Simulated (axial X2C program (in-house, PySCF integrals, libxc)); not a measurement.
CoSi along the bond: PBE0, 2c

Calculated with an in-house relativistic program for diatomic molecules. Two-component (2c) means X2C with spin–orbit coupling and atomic mean-field two-electron Coulomb and Gaunt terms. Basis: Co dyall-cv3z [9s10p6d3f2g], Si dyall-v3z [8s7p2d1f] (cores contracted in-house); Gaussian nuclei, density fitting, unrestricted open shells. Masses: Co 58.933 u, Si 27.977 u.

State: Ω = 7/2 (⟨Sz⟩ = 0.50, ⟨Lz⟩ = 3.00 at PBE0). Dipoles are positive if Si is the positive end.

| R (Å) | μ (D) | HOMO (eV) | LUMO (eV) |
| --- | --- | --- | --- |
| 1.967 | -2.377 | -4.74 | -2.68 |
| 2.058 | -2.392 | -4.79 | -2.73 |
| 2.125 | -2.391 | -4.83 | -2.77 |
| 2.193 | -2.377 | -4.86 | -2.80 |
| 2.261 | -2.351 | -4.90 | -2.84 |
| 2.340 | -2.308 | -4.94 | -2.89 |
| 2.419 | -2.250 | -4.98 | -2.94 |
| 2.521 | -2.159 | -5.04 | -3.01 |
| 2.645 | -2.030 | -5.10 | -3.11 |
| 2.826 | -1.830 | -5.19 | -3.24 |

(1) The minimum lies at 2.255 Å. What is the dipole moment there, and its slope?

Occupations by symmetry block were frozen at the best pattern of an incomplete PBE0 search. Density functionals use the spin component along the axis (collinear). PBE0 can misorder states that lie within some tenths of an eV, so this need not be the ground state of the molecule. The nearest other spin-free determinant of the search, M_S = 3/2, Λ = 1, lies 0.05 eV up at the distance of the search. The functionals have no current-density term, which raises determinants with orbital currents, atoms included. With several unpaired electrons one determinant need not be a pure state. A state of lower Ω lies just above, and one determinant can place such states too high, so the state shown need not be the lowest. The search has Ω = 5/2 only 0.05 eV up. The determinant is spin-polarised beyond a pure state at some levels (its spin-free form has ⟨S²⟩ too high), which makes Re and μ there less reliable.

## Answers

(1) At PBE0, 2c, with the sign and origin stated: μ = -2.35 D, dμ/dR = 0.45 D/Å.
